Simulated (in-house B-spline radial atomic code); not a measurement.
**Ionising the zirconium ion Zr⁸⁺ with different functionals**

Computed with a B-spline radial code for spherical atoms: scalar-relativistic (spin-free X2C) Hamiltonian, Fermi nucleus of rms radius 4.2694 fm, spin-polarised at highest spin, spherical fractional occupations for the functionals, and exact exchange of hybrids averaged over the configuration. The ionisation energy is the difference of two self-consistent energies, [Ar] 3d10 4s2 4p2 → [Ar] 3d10 4s2 4p1, without Breit or QED terms; ε is the level of the shell that loses the electron (its least bound occupied spin orbital). There is no spin-orbit coupling in this Hamiltonian.

```csv
method,rung,ΔSCF (eV),-ε(4p) (eV)
PBE0,global hybrid,152.91,146.25
B3LYP,global hybrid,153.02,145.78
TPSSh,global hybrid,152.99,144.98
BHandHLYP,global hybrid,?,?
r2SCAN0,global hybrid,153.25,146.72
B97-1,global hybrid,152.81,145.78
HSE06,range-separated hybrid,152.84,145.74
wB97X,range-separated hybrid,?,?
CAM-B3LYP,range-separated hybrid,152.99,147.75
LC-wPBE,range-separated hybrid,152.97,149.22
```

Task: What does wB97X give?

Result: ΔSCF 152.63 eV, and -ε(4p) = 148.65 eV.

Task: What does BHandHLYP give?

Result: ΔSCF 152.84 eV, and -ε(4p) = 148.42 eV.

Task: Among the functionals, which spreads more, the ΔSCF values or the orbital energies?

Result: The orbital energies: ΔSCF values span about 0.62 eV and the orbital energies 4.24 eV; here energy differences depend much less on the functional than eigenvalues do.

Task: How do they compare with the NIST value?

Result: NIST lists 153 eV ± 2.2 (tabulated theory, ground level to ground level). Errors run from -0.37 to +0.25 eV; all lie within about twice that uncertainty, so the table can't rank the methods.
